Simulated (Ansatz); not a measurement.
Reaction (formal exchange of groups at the Se–Ga bond): `[NH2][GaH][SeH]` + `[CH3][GeH]([CH3])[Cl]` → `[CH3][Ge]([CH3])([Cl])[SeH]` + `[NH2][GaH2]`

Program: Ansatz. Geometries: PBE0-D4/def2-TZVP. ΔE: electronic, gas phase. CCSD(T)/CBS is the MP2 limit (def2-TZVPP, def2-QZVPP) plus CCSD(T) − MP2 in def2-TZVPP, frozen cores. Functionals use def2-TZVPP. For Ga, Ge, Se outer-core shells are correlated without core-valence functions, which leaves a few kJ/mol of doubt a bond. Scalar relativity is left out up to krypton. One conformer a species, not always the lowest.

`[NH2][GaH][SeH]`:

Z-matrix (Å, degrees):
```
N
Ga 1 1.809
H 1 1.005 2 123.5
H 1 1.005 2 124.2 3 -179.7
Se 2 2.330 1 115.0 3 -179.9
H 2 1.554 1 121.8 3 0.0
H 5 1.467 2 92.2 1 -179.2
```

`[CH3][GeH]([CH3])[Cl]`:

Cartesian coordinates in Å:
```
C 0.868 0.127 1.417
Ge -0.656 0.059 0.216
C -0.175 -0.391 -1.611
Cl -1.500 2.061 0.165
H 1.608 0.832 1.036
H 1.328 -0.861 1.496
H 0.552 0.449 2.409
H -1.779 -0.845 0.758
H 0.569 0.314 -1.982
H 0.241 -1.400 -1.651
H -1.055 -0.345 -2.253
```

`[CH3][Ge]([CH3])([Cl])[SeH]`:

Cartesian coordinates in Å:
```
C -1.457 -0.045 -0.812
Ge 0.327 -0.285 -0.085
C 0.595 0.380 1.718
Cl 0.658 -2.433 -0.024
Se 1.956 0.721 -1.453
H -1.689 1.019 -0.875
H -1.512 -0.484 -1.809
H -2.182 -0.542 -0.166
H 1.612 0.164 2.045
H -0.106 -0.113 2.392
H 0.428 1.458 1.747
H 1.370 0.161 -2.677
```

`[NH2][GaH2]`:

```xyz
6

N     0.773    0.526    0.186
Ga   -0.698   -0.474   -0.167
H     1.127    0.699    1.111
H     1.332    0.973   -0.520
H    -1.440   -1.091    1.060
H    -1.096   -0.633   -1.669
```

| species | r2SCANh energy (Eh) |
| --- | --- |
| `[NH2][GaH][SeH]` | -4383.57933 |
| `[CH3][GeH]([CH3])[Cl]` | -2617.63398 |
| `[CH3][Ge]([CH3])([Cl])[SeH]` | -5019.21463 |
| `[NH2][GaH2]` | -1981.98362 |

Q: Work out ΔE.

A: ΔE = (-5019.21463) + (-1981.98362) − (-4383.57933) − (-2617.63398) = 0.01506 Eh = +39.5 kJ/mol. CCSD(T)/CBS gives +39.1 kJ/mol.

Largest T1 diagnostic among the species: 0.014.

From PBE to PBE0 (25 % exact exchange), in def2-TZVPP and without D4, ΔE moves by +3.4 kJ/mol. Leaving LDA and LC-ωPBE aside and taking each functional with its dispersion term where it has one, the values, not all of them listed here, spread over 9.9 kJ/mol, from BLYP-D4 to PBE-QIDH.
